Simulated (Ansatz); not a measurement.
Cost and result for the atomization energy of `C[SiH]1[AlH][SnH2]1` (11 atoms, 11 bonds).

```
atom   x (Å)   y (Å)   z (Å)
  C1   1.237  -1.658   0.570
 Si2   0.582   0.004  -0.021
 Al3  -0.310   2.008   0.911
 Sn4  -1.652   0.922  -1.085
  H5   1.249  -2.374  -0.255
  H6   2.255  -1.548   0.950
  H7   0.611  -2.058   1.369
  H8   1.398   0.527  -1.167
  H9  -0.604   2.870   2.216
 H10  -3.204   0.295  -0.701
 H11  -1.561   1.011  -2.788
```

Charge 0, multiplicity 1. Correlated methods include outer-core shells of Sn, which these sets cover unevenly. Sn: def2 effective core potential. The structure was optimised at the PBE0-D4/def2-TZVP level. Program: Ansatz. All runs use 4 threads of an Arm Neoverse V1 on a shared host. Times are those of one run each, without the atoms' runs, and a repeat can differ threefold. Electronic energies, without spin–orbit coupling; frozen cores. CCSD(T)/CBS adds CCSD(T) − MP2 in def2-TZVPP to the MP2 limit, and its time is that of the two runs behind it. T1 = 0.015. With those shells the extrapolation isn't a true limit. B3LYP takes the VWN-RPA correlation (the form of Gaussian; ORCA's B3LYP/G).

CCSD(T)/CBS is a level of theory with its own doubt, some kJ/mol a heavy atom from the limit and from the frozen cores, so smaller differences don't rank the functionals.

```csv
level,functions,wall time,atomization (kcal/mol),difference from CCSD(T)/CBS,per bond
PBE-D4/def2-TZVPP (with forces),263,3.1 s,749.5,-2.4,-0.2
PBE0-D4/def2-TZVPP,263,4 s,745.0,-6.9,-0.6
r2SCAN-D4/def2-TZVPP (with forces),263,6.5 s,751.6,-0.3,0.0
B3LYP-D4/def2-TZVPP (with forces),263,6.5 s,742.9,-9.0,-0.8
B2PLYP/def2-TZVPP,263,7.5 s,732.6,-19.3,-1.8
ωB97X-V/def2-TZVPP,263,11 s,752.6,0.7,0.1
ωB97M-V/def2-TZVPP (with forces),263,16 s,745.2,-6.7,-0.6
MP2/def2-QZVPP,489,25 s,736.6,-15.3,-1.4
CCSD(T)/def2-TZVPP,263,3.2 min,731.2,-20.7,-1.9
CCSD(T)/CBS(def2),–,3.6 min,751.9,0.0,0.0
```

From PBE to PBE0 (25 % exact exchange), in def2-TZVPP and without D4, the atomization energy moves by −3.7 kcal/mol: exact exchange takes away binding that semilocal exchange gives to molecules. In def2-TZVPP, CCSD(T) changes the Hartree–Fock value by +187.1 kcal/mol (the triples alone add +11.1 kcal/mol) and MP2 by +180.4 kcal/mol; breaking electron pairs costs correlation energy, which Hartree–Fock lacks. The D4 term adds +9.7 kcal/mol with B3LYP and +5.2 kcal/mol with PBE0; it sums over pairs of atoms, weighted by their polarisabilities, and B3LYP, whose exchange is more repulsive, gets the larger term.

Spin–orbit coupling would lower the free Sn atoms strongly, and the atomization energy with them, by more than many differences here. For some Ge, Se and Sn compounds the MP2-based and the directly extrapolated limit differ by 10 to 25 kJ/mol.
